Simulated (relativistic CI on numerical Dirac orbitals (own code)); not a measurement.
# Hyperfine structure of Pt⁵³⁺, mass number 195

Method of calculation: Dirac-Coulomb-Breit CI, KLI orbitals optimised for each configuration, model QED, unscaled Slater integrals (own radial code, finite nucleus).

Configurations in the expansion (outside the closed core [Ne]): 3s²3p⁶3d⁷, 3s²3p⁵3d⁸, 3s²3p⁴3d⁹, 3s3p⁶3d⁸, 3p⁶3d⁹, 3s3p⁵3d⁹, 3s²3p⁶3d⁶4s, 3s²3p⁶3d⁶4p, 3s²3p⁴3d⁸4s, 3s²3p⁶3d⁶4d, 3s²3p⁴3d⁸4p, 3s²3p⁵3d⁷4s, 3s²3p⁶3d⁶4f, 3s²3p⁵3d⁷4p, 3s²3p⁶3d⁵4s², 3s3p⁶3d⁷4s. Levels of other configurations are missing.

Nuclear spin I = 1/2, μ = 0.6073 μN (tables of Stone and Pyykkö). The electronic factors are computed for point nuclear moments, without core polarisation or the Bohr-Weisskopf and QED corrections.

```
           Level  E (cm⁻¹)  A (MHz)
 3s²3p⁶3d⁷ ⁴F9/2         0    58450
 3s²3p⁶3d⁷ ²D5/2    174230    58890
 3s²3p⁶3d⁷ ⁴F7/2    687647    65840
 3s²3p⁶3d⁷ ⁴P5/2    795043    23200
 3s²3p⁶3d⁷ ²P1/2    804256   -30360
3s²3p⁶3d⁷ ²H11/2    819523    83170
 3s²3p⁶3d⁷ ²F7/2    881762    89560
 3s²3p⁶3d⁷ ²F5/2    919956    91530
```

Levels with J = 0, under 50 % of one LS term, or S terms without an open s electron are left out. Small factors come from cancelling terms and can be off by tens of per cent or more.

At this charge energies of transitions that change n are usually good to better than 1 %, and those within a shell (Δn = 0) to a few per cent.

Give the hyperfine levels of 3s²3p⁶3d⁷ ⁴F9/2 relative to its centre of gravity.

With K = F(F + 1) − I(I + 1) − J(J + 1), E = AK/2: F = 4: -160700, F = 5: 131500 MHz.

LS names give the leading component of a level, which can be under half, so a name can repeat, a term be missing and a line seem to break the LS rules.
